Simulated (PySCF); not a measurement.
A geometry optimisation on `[Cl][Cu][Cl]` [radical].

Computed with PBE0-D3(BJ)/def2-SVP geometry optimisation, gas phase (PySCF 2.14.0). Start geometry: GFN2-xTB. The command runs a driver script over a list of jobs; the input below is this job's line of settings and its coordinates in Å.

Command:
```bash
OMP_NUM_THREADS=1 python probes_run.py task.json out
```

Input:
```
{"job": {"xc": "PBE0", "basis": "def2-SVP", "d3": "d3bj", "grid": 1, "maxiter": 40, "shake": 0.03, "kind": "geom"}, "charge": 0, "multiplicity": 2}
Cu     0.061050    -0.076770     0.012210
Cl    -0.032310    -0.032860     2.028050
Cl    -0.045140     0.012430    -2.060150
```

Output:
```
step   0  E = -2559.90211280  max force = 0.022541
step   1  E = -2559.90322903  max force = 0.009294
step   2  E = -2559.90350164  max force = 0.001089
step   3  E = -2559.90351857  max force = 0.000622
step   4  E = -2559.90353756  max force = 0.001202
step   5  E = -2559.90356432  max force = 0.001779
step   6  E = -2559.90358127  max force = 0.001299
step   7  E = -2559.90358684  max force = 0.000393
optimisation converged
```

Energies in Eh; «max force» is the largest Cartesian gradient component in Eh/bohr.

**Question.** Give the first gradient maximum in eV/Å.

**Answer.** With 1 Eh/bohr = 51.422 eV/Å, 1.159 eV/Å.

**Question.** How much energy does the optimisation release, in kcal/mol?

**Answer.** E(step 0) − E(last step) = 0.001474 Eh, which is 0.9 kcal/mol.

In short: final energy -2559.90359 Eh after 7 steps; dipole 0.01 D.

**Question.** Where do the atoms end?

**Answer.** 0.066 Å rms from the input after alignment:
```
atom  x, y, z in Å
Cu1   -0.0062   -0.0299   -0.0070
Cl2    0.0096   -0.0737    2.0785
Cl3   -0.0197    0.0064   -2.0913
```

**Question.** How long does this job take on one thread of an Arm Neoverse V2, shared host with 32 logical CPUs at a one-minute load of 15? And the peak memory of the process?

**Answer.** About 34 s, with 0.30 GiB resident at the peak, the Python interpreter and its libraries included.
Labels such as C1 count atoms from 1, the log's own numbers from 0.
